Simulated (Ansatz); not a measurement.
Frontier orbitals of C2H6FIn (`C[CH](F)[InH2]`).

Cartesian coordinates in Å:
```
C -0.4139 0.9007 0.9694
C -0.4026 -0.4466 0.3024
F -1.6539 -0.6546 -0.3232
In 1.0041 -0.7093 -1.3650
H -1.2398 0.9783 1.6848
H -0.5113 1.7124 0.2450
H 0.5210 1.0494 1.5185
H -0.3055 -1.2419 1.0466
H 1.2456 0.6454 -2.4118
H 1.7561 -2.2336 -1.6668
```

Charge 0, multiplicity 1. Correlated methods include outer-core shells of In, which these sets cover unevenly. In takes the def2 core potential. The structure was optimised at the PBE0-D4/def2-TZVP level. Basis def2-TZVPP, Ansatz.

Orbital energies of one run (eV). Highest occupied ones, from the top: -8.19, -9.31, -11.19, -12.26, -12.62, -12.90, -14.42, -15.00, -15.58, -19.12, -23.17, -23.53, -23.64, -23.65. Empty: -1.17, 0.81, 1.58, 1.65, 2.27, 2.68.

(1) Which functional gave them?
A. r2SCANh
B. B97M-V
C. BHLYP
D. ωB97X-V

## Answers

(1) C. HOMO energies: BHLYP -8.19, r2SCANh -6.50, ωB97X-V -9.33, B97M-V -6.14 eV.
